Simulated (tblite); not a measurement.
C5H11GeNS.
Numbering: `[CH3:1][CH2:2][C@@H:3]([C:4]#[N:5])[CH2:6][S:7][GeH3:8]` (hydrogens: H9, H10, H11 on C1; H12, H13 on C2; H14 on C3; H15, H16 on C6; H17, H18, H19 on Ge8)

Computed with GFN2-xTB (tblite), gas phase: L-BFGS steps from a force-field or distance-geometry start until the largest atomic force falls under 0.01 eV/Å.

At the end of the run (lengths in Å): Ge8–H17 1.493, Ge8–H18 1.498, C3–C6 1.535, Ge8–H19 1.504, C6–H15 1.088, C1–H9 1.087, C3–H14 1.098, C4–C3–C6 106.4°, C1–C2–C3 112.4°, C3–C4–N5 174.6°, C2–C3–C6 113.9°, C1–C2–C3–C4 171°, C2–C3–C6–S7 -57°, C3–C6–S7–Ge8 -82°, H9–C1–C2–C3 -176°, H15–C6–S7–Ge8 157°.

**Question.** These geometries were met on the way; a selection of coordinates is given. Order them by energy above the end point, lowest first.
A. Ge8–H17 1.518, Ge8–H18 1.514, C3–C6 1.541, Ge8–H19 1.535, C6–H15 1.090, C1–H9 1.076, C3–H14 1.091, C4–C3–C6 111.8°, C1–C2–C3 107.2°, C3–C4–N5 177.6°, C2–C3–C6 111.2°, C1–C2–C3–C4 -178°, C2–C3–C6–S7 -58°, C3–C6–S7–Ge8 -68°, H9–C1–C2–C3 -161°, H15–C6–S7–Ge8 171°
B. Ge8–H17 1.505, Ge8–H18 1.502, C3–C6 1.538, Ge8–H19 1.506, C6–H15 1.087, C1–H9 1.086, C3–H14 1.099, C4–C3–C6 109.8°, C1–C2–C3 109.7°, C3–C4–N5 177.1°, C2–C3–C6 112.6°, C1–C2–C3–C4 -179°, C2–C3–C6–S7 -55°, C3–C6–S7–Ge8 -70°, H9–C1–C2–C3 -163°, H15–C6–S7–Ge8 172°
C. Ge8–H17 1.480, Ge8–H18 1.483, C3–C6 1.525, Ge8–H19 1.495, C6–H15 1.091, C1–H9 1.084, C3–H14 1.103, C4–C3–C6 110.6°, C1–C2–C3 108.2°, C3–C4–N5 179.5°, C2–C3–C6 112.0°, C1–C2–C3–C4 -179°, C2–C3–C6–S7 -56°, C3–C6–S7–Ge8 -69°, H9–C1–C2–C3 -163°, H15–C6–S7–Ge8 172°
D. Ge8–H17 1.492, Ge8–H18 1.492, C3–C6 1.532, Ge8–H19 1.492, C6–H15 1.091, C1–H9 1.087, C3–H14 1.098, C4–C3–C6 108.7°, C1–C2–C3 112.0°, C3–C4–N5 176.4°, C2–C3–C6 112.9°, C1–C2–C3–C4 -179°, C2–C3–C6–S7 -54°, C3–C6–S7–Ge8 -72°, H9–C1–C2–C3 -164°, H15–C6–S7–Ge8 168°
E. Ge8–H17 1.566, Ge8–H18 1.550, C3–C6 1.485, Ge8–H19 1.549, C6–H15 1.131, C1–H9 1.120, C3–H14 1.128, C4–C3–C6 115.3°, C1–C2–C3 106.3°, C3–C4–N5 178.2°, C2–C3–C6 110.1°, C1–C2–C3–C4 180°, C2–C3–C6–S7 -60°, C3–C6–S7–Ge8 -66°, H9–C1–C2–C3 -161°, H15–C6–S7–Ge8 168°

**Answer.** D (0.037 eV), B (0.069 eV), C (0.121 eV), A (0.218 eV), E (0.490 eV).

| step | E above end (eV) | rms distance from the end, all atoms (Å) | largest force (eV/Å) | rms shift of all bonds from the end (Å) |
| --- | --- | --- | --- | --- |
| 16 | 0.037 | 0.267 | 0.206 | 0.003 |
| 11 | 0.069 | 0.282 | 0.264 | 0.005 |
| 6 | 0.121 | 0.294 | 0.437 | 0.007 |
| 3 | 0.218 | 0.303 | 0.788 | 0.013 |
| 0 | 0.490 | 0.309 | 2.128 | 0.033 |

Rows stand in the order of the answer.
